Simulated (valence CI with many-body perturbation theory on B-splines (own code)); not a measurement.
Values are calculated unless marked as measured or tabulated.
# Run record, F III

The program does CI of the valence electrons with many-body perturbation theory for a frozen closed Dirac-Fock core.

Command, and the settings that its task file holds:

```sh
python run_cv.py task.json out
```

```
atom F  Z=9  mass_number=19  rms_radius_fm=2.8976
core [He] 2s1
valence 2s2 2p3
avg = 1
basis = S
breit = 1
cap = 10000
capref = 1200
cscale = 1
de = 0.0
dress = 0
eps = 2e-08
extrap = 1
h = 0.27
hh = 1
l2 = 3
lcore = 6
maxit = 60
n2 = 5
natural = 1
nlev = 20
nno = [3, 3, 3, 2, 1]
nroot = 26
nsp = [3, 3, 2, 1, 0]
pt2 = 1
qed = 1
rpa = 1
s1 = 1
s2 = 1
s3 = 1
screen = 1
tol = 2e-05
whole = 1
```

(1) What became of the run, and why?

## Answers

(1) It gave no result: the perturbation theory needs a core of closed shells. The program said: "the core must hold closed shells only".
